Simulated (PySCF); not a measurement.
Two species compared at the same levels of theory.

First species: C8H9FOS.
Atom-mapped SMILES: `[CH3:1][S@@:2](=[O:3])[C:4]1=[CH:5][CH:6]=[C:7]([F:8])[CH:9]=[CH:10][CH2:11]1` (hydrogens: H12, H13, H14 on C1; H15 on C5; H16 on C6; H17 on C9; H18 on C10; H19, H20 on C11)

Cartesian coordinates in Å at the GFN2-xTB level; atoms count from 1:
```
atom  x, y, z in Å
C1     2.486   -0.338    0.938
S2     2.306    0.538   -0.687
O3     2.662   -0.446   -1.709
C4     0.482    0.549   -0.619
C5    -0.136    1.532    0.048
C6    -1.541    1.573    0.318
C7    -2.307    0.470    0.465
F8    -3.586    0.653    0.878
C9    -1.882   -0.899    0.437
C10   -0.882   -1.365   -0.321
C11   -0.227   -0.525   -1.369
H12    2.065    0.292    1.713
H13    3.546   -0.495    1.108
H14    1.972   -1.291    0.889
H15    0.453    2.346    0.447
H16   -1.987    2.533    0.538
H17   -2.420   -1.560    1.103
H18   -0.531   -2.378   -0.188
H19    0.498   -1.091   -1.957
H20   -0.977   -0.088   -2.035
```

Second species: C9H9NS.
SMILES: `CCc1cc2ccsc2cn1`

Levels: PBE0/pcSseg-1 for dipole moment, HOMO energy, LUMO energy and HOMO–LUMO gap; GFN2-xTB for rotational constant A and rotational constant C. Geometries: GFN2-xTB. Each structure is a single optimised conformer of the isolated species, non-relativistic unless stated. Electronic properties by PySCF.

Dipoles, sizes and rotational constants follow the conformer. The torsions of the flexible species, by atom-mapped SMILES:
- `[CH3:1][S@@:2](=[O:3])[C:4]1=[CH:5][CH:6]=[C:7]([F:8])[CH:9]=[CH:10][CH2:11]1`: C1–S2–C4–C5 85°
- `[CH3:1][CH2:2][c:3]1[cH:4][c:5]2[cH:6][cH:7][s:8][c:9]2[cH:10][n:11]1`: C1–C2–C3–C4 -87°

```
             property   column X   column Y
        dipole moment     2.64 D     2.37 D
          HOMO energy   -6.69 eV   -6.66 eV
          LUMO energy   -1.58 eV   -1.25 eV
        HOMO–LUMO gap    5.11 eV    5.41 eV
rotational constant A  2.274 GHz  2.661 GHz
rotational constant C  0.521 GHz  0.511 GHz
```

(1) Which column belongs to which species?

(2) How does each property change from the first species to the second?

## Answers

(1) Column X is the first species and column Y the second. The first has 20 atoms and 90 electrons, the second 20 and 86.

(2) dipole moment -0.27 D; HOMO energy +0.03 eV; LUMO energy +0.33 eV; HOMO–LUMO gap +0.30 eV; rotational constant A +0.387 GHz; rotational constant C -0.010 GHz.

On the first: The dipole matches unit charges of opposite sign 0.55 Å apart (1 e·Å = 4.8032 D).

On the second: The dipole matches unit charges of opposite sign 0.49 Å apart (1 e·Å = 4.8032 D).
